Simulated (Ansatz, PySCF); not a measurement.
Lewis adduct: ClFHIn (SMILES [F][InH][Cl]) (first 4 atoms) with NH3 (SMILES N); geometry from B3LYP-D3(BJ)/def2-TZVP.
(charge 0, multiplicity 1):
| atom | x (Å) | y (Å) | z (Å) |
|---|---|---|---|
| F | 0.8802 | 1.4208 | 1.1647 |
| In | -0.7270 | 0.2746 | 1.3966 |
| Cl | -2.2034 | 1.2916 | 2.9507 |
| H | -1.2190 | -0.7851 | 0.1578 |
| N | 0.5312 | -0.7449 | 3.0707 |
| H | 1.3867 | -0.1962 | 3.0232 |
| H | 0.0783 | -0.5617 | 3.9612 |
| H | 0.7656 | -1.7300 | 3.0155 |

Monomers are frozen at their geometry in the pair; levels with a basis set take the counterpoise correction.

Codes used: Ansatz (Gaussian basis) for Hartree–Fock, density functionals and correlated methods; PySCF for the dispersion terms.  In def2 rows elements past Kr take small-core potentials, without spin–orbit coupling.

Problem. One of these levels gives -1255.2 meV for the interaction energy. Which?
A. r2SCAN-D3(BJ)/def2-TZVPPD
B. BLYP/def2-TZVPPD
C. HF/def2-TZVPPD

Solution. C, HF/def2-TZVPPD. The others give -981.0 (BLYP/def2-TZVPPD), -1373.9 (r2SCAN-D3(BJ)/def2-TZVPPD)

Ansatz is a program for electronic structure.
